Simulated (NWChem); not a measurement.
A series in which one site is exchanged, each optimised at PBE0/def2-SVP with NWChem, gas phase unless a solvent is named. All stand in one matching conformer (torsions within 35°), which need not be the lowest. For some, no frequency run checked for a minimum. def2 effective core potentials on Te; no spin-orbit coupling.

A: [F][Zn][O][SiH3] (ZnSiH3OF; site = Zn)
B: [F][Mg][O][SiH3] (MgSiH3OF; site = Mg)
C: [O]([Be][F])[SiH3] (BeSiH$_{3}$OF; site = Be)
D: F[Te]O[SiH3] (SiH3TeOF; site = Te)

Values for A:

* **dipole (D), PBE0/def2-SVP**: 0.50
* **vertical ionisation energy, ΔSCF, B3LYP/def2-SVP (eV)**: 10.54
* **static polarisability, B3LYP/def2-SVPD (bohr³)**: 51.1

Question: How do these values change for the other members?

Answer: 
```tsv
change from A	B	C	D
dipole (D), PBE0/def2-SVP	-0.16	+0.77	+1.84
vertical ionisation energy, ΔSCF, B3LYP/def2-SVP (eV)	-0.05	+0.74	-1.86
static polarisability, B3LYP/def2-SVPD (bohr³)	-2.2	-7.9	+19.5
```
